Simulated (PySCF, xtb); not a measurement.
ClFH₂N₂W, SMILES [NH]=[W]([F])(=[NH])[Cl], multiplicity 1.

GFN2-xTB run with xtb at its own geometry gives an orbital gap of 2.11 eV and a dipole moment of 1.19 D.

Geometry: B3LYP-D3(BJ)/def2-SVP. The multiplicity is an assumed one; no other spin state was optimised. The structure was generated by enumeration; whether it is a known compound was not checked. The def2 effective core potentials stand for the cores of W; spin–orbit coupling is left out.

Problem. What does CAM-B3LYP/def2-TZVP (PySCF) give? (The exact figures need the calculation; the answer reports its results.)

Solution. gap 8.53 eV (levels -9.58 and -1.05 eV), dipole 2.66 D.
